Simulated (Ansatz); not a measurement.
CCl₂InNO, SMILES `O=C=[N][In]([Cl])[Cl]`, 6 atoms. Total charge 0; spin multiplicity 1. Correlated methods include outer-core shells of In, which these sets cover unevenly. In: def2 effective core potential. All runs use 4 threads of an Arm Neoverse V2 on a shared host. Correlated methods freeze the cores.

(1) How many basis functions does each run have, and how long does it take in Ansatz? RHF-CCSD(T)/def2-SVP energy; RKS HSE06 (plane-wave form)-D4/def2-TZVPP energy; RKS PBE0-D4/def2-SVP energy; RKS ωB97M-V/def2-SVP energy; RHF-MP2/def2-QZVPP energy; RKS ωB97M-V/def2-QZVPP energy; RHF-CCSD(T)/def2-TZVPP energy; RKS PBE0-D4/def2-TZVPP energy; RKS PBE0-D4/def2-TZVP frequencies; RKS PBE0-D4/def2-TZVP relaxation (9 steps); direct RPA on PBE orbitals/def2-TZVPP energy; RKS PBE-D4/def2-TZVPP energy and forces. (Estimate.)

Results:

(1) The calculation gave: Other jobs shared the machine, so times are rough.

```csv
level,job,functions,wall time,peak host memory (GiB)
RKS PBE0-D4/def2-SVP,energy,104,1.1 s,0.43
RKS PBE-D4/def2-TZVPP,energy and forces,227,1.9 s,0.32
RKS PBE0-D4/def2-TZVPP,energy,227,2.6 s,0.75
RKS HSE06 (plane-wave form)-D4/def2-TZVPP,energy,227,2.9 s,0.79
direct RPA on PBE orbitals/def2-TZVPP,energy,227,4.2 s,0.55
RKS ωB97M-V/def2-SVP,energy,104,4.3 s,0.43
RHF-CCSD(T)/def2-SVP,energy,104,4.8 s,0.48
RHF-MP2/def2-QZVPP,energy,393,11 s,1.8
RKS ωB97M-V/def2-QZVPP,energy,393,15 s,1.8
RKS PBE0-D4/def2-TZVP,relaxation (9 steps),217,34 s,0.69
RKS PBE0-D4/def2-TZVP,frequencies,217,96 s,0.69
RHF-CCSD(T)/def2-TZVPP,energy,227,2.2 min,4.1
```
